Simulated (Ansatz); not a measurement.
The pair A = GeH4 (SMILES [GeH4]) (first 5 atoms), B = C2H6 (SMILES CC); geometry from B3LYP-D3(BJ)/def2-TZVP.
(charge 0, multiplicity 1):
```xyz
13

Ge    -0.15445     0.14854    -0.24638
H     -0.50518    -0.05966    -1.72773
H      0.41996    -1.15308     0.33115
H     -1.42204     0.53481     0.52929
H      0.88636     1.27009    -0.11978
C      0.57052     0.48144     3.48762
C     -0.37712    -0.66715     3.82037
H      1.02002     0.89993     4.39016
H      0.04839     1.29193     2.97540
H      1.38416     0.15052     2.83924
H      0.14573    -1.47622     4.33400
H     -0.82604    -1.08604     2.91806
H     -1.19013    -0.33518     4.46892
```

Frozen-core correlation. Filled d and f shells under p-block atoms count as core. MP2 and its Hartree–Fock in aug-cc-pVTZ are density fitted.

Codes used: Ansatz (a program for electronic structure). Each number belongs to the level named beside it.

The counterpoise-corrected interaction energy is E(AB) − E(A in the pair's basis) − E(B in the pair's basis). Total energies (hartree):

```csv
level,AB,A in the pair's basis,B in the pair's basis
HF/aug-cc-pVDZ,-2156.8802454,-2077.6443566,-79.2374088
MP2/aug-cc-pVDZ,-2157.3153360,-2077.7626470,-79.5513067
HF/aug-cc-pVTZ,-2156.9769494,-2077.7182114,-79.2602564
MP2/aug-cc-pVTZ,-2157.4967036,-2077.8595803,-79.6354101
CCSD(T)/aug-cc-pVDZ,-2157.3952550,-2077.7961423,-79.5976948
```

Task: Work out the counterpoise-corrected interaction energy at the basis-set limit: extrapolate the MP2 correlation part as X⁻³, take Hartree–Fock from the larger set, and add the CCSD(T) − MP2 difference of aug-cc-pVDZ.

Result: 
1. Differences (1 hartree = 627.509 kcal/mol): HF/aug-cc-pVDZ 0.954; MP2/aug-cc-pVDZ -0.867; HF/aug-cc-pVTZ 0.953; MP2/aug-cc-pVTZ -1.075; CCSD(T)/aug-cc-pVDZ -0.890.
2. Correlation parts, MP2 less HF: -1.821 in aug-cc-pVDZ (X = 2), -2.028 in aug-cc-pVTZ (X = 3).
3. Limit (3³·(-2.028) − 2³·(-1.821))/(3³ − 2³) = -2.115; with HF/aug-cc-pVTZ it gives -1.162.
4. CCSD(T) less MP2 in aug-cc-pVDZ: -0.022.
Result: -1.18 kcal/mol, against -0.87 at MP2/aug-cc-pVDZ. It is an estimate of this method's limit, not of the exact value.
